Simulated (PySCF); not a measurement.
# Radial density of F+ (fluorine, charge +1)

UHF, [He] 2s2 2p4, high-spin 3P determinant. All numbers are calculated (PySCF 2.14, scalar relativity by spin-free X2C-1e, in dyall-av3z).

```json
{"r (bohr)": "0.00232", "4πr²ρ (e/bohr)": "0.03133", "4πr²(ρα − ρβ)": "0.0000"}
{"r (bohr)": "0.00390", "4πr²ρ (e/bohr)": "0.08475", "4πr²(ρα − ρβ)": "0.0000"}
{"r (bohr)": "0.00656", "4πr²ρ (e/bohr)": "0.2253", "4πr²(ρα − ρβ)": "0.0001"}
{"r (bohr)": "0.0110", "4πr²ρ (e/bohr)": "0.5810", "4πr²(ρα − ρβ)": "0.0003"}
{"r (bohr)": "0.0186", "4πr²ρ (e/bohr)": "1.422", "4πr²(ρα − ρβ)": "0.0008"}
{"r (bohr)": "0.0312", "4πr²ρ (e/bohr)": "3.185", "4πr²(ρα − ρβ)": "0.0022"}
{"r (bohr)": "0.0525", "4πr²ρ (e/bohr)": "6.135", "4πr²(ρα − ρβ)": "0.0079"}
{"r (bohr)": "0.0883", "4πr²ρ (e/bohr)": "9.185", "4πr²(ρα − ρβ)": "0.0341"}
{"r (bohr)": "0.149", "4πr²ρ (e/bohr)": "9.145", "4πr²(ρα − ρβ)": "0.1532"}
{"r (bohr)": "0.250", "4πr²ρ (e/bohr)": "5.354", "4πr²(ρα − ρβ)": "0.5719"}
{"r (bohr)": "0.420", "4πr²ρ (e/bohr)": "4.250", "4πr²(ρα − ρβ)": "1.4624"}
{"r (bohr)": "0.707", "4πr²ρ (e/bohr)": "5.970", "4πr²(ρα − ρβ)": "2.0173"}
{"r (bohr)": "1.19", "4πr²ρ (e/bohr)": "3.551", "4πr²(ρα − ρβ)": "1.1014"}
{"r (bohr)": "2.00", "4πr²ρ (e/bohr)": "0.5699", "4πr²(ρα − ρβ)": "0.1571"}
{"r (bohr)": "3.36", "4πr²ρ (e/bohr)": "0.01370", "4πr²(ρα − ρβ)": "0.0025"}
{"r (bohr)": "5.66", "4πr²ρ (e/bohr)": "1.947e-05", "4πr²(ρα − ρβ)": "0.0000"}
```

Densities and radii are taken from the X2C orbitals without a picture-change correction, which distorts them close to the nucleus.
